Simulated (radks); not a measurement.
Results of a calculation; reference values are marked as such.
Task: The mean radii <r> (bohr) of the occupied orbitals of an atom or ion are listed with their occupations. Code: a radial shooting solver on a logarithmic mesh with Libxc functionals. Model: Dirac Kohn-Sham, BLYP, spin-unpolarised, spherical densities, finite nucleus; Fermi nuclear charge, rms radius of each element as measured or else 0.836 A^(1/3) + 0.57 fm.

orbital  occ.      <r>
1s1/2       2  0.02001
2s1/2       2  0.08430
2p1/2       2  0.07007
2p3/2       4  0.07746
3s1/2       2   0.2205
3p1/2       2   0.2103
3p3/2       4   0.2241
3d3/2       4   0.1973
3d5/2       6   0.2016
4s1/2       2   0.4978
4p1/2       2   0.5062
4p3/2       4   0.5382
4d3/2       4   0.5653
4d5/2       6   0.5767
5s1/2       2    1.230
5p1/2       2    1.388
5p3/2       4    1.501
4f5/2       6   0.7908
4f7/2       7   0.8113

Name the element and its charge. Open shells, if any, fill j = l - 1/2 first.

Result: Z = 69, thulium, charge +2: Tm2+ in [Xe] 4f13. The 1s radius gives Z: for a bare nucleus <r> = (2 gamma + 1)/(2Z) with gamma = sqrt(1 - (Z/c)^2), 0.01977 bohr for Z = 69, and screening makes it slightly larger (0.02001 here). The occupations add up to 67, and the charge is Z minus that.
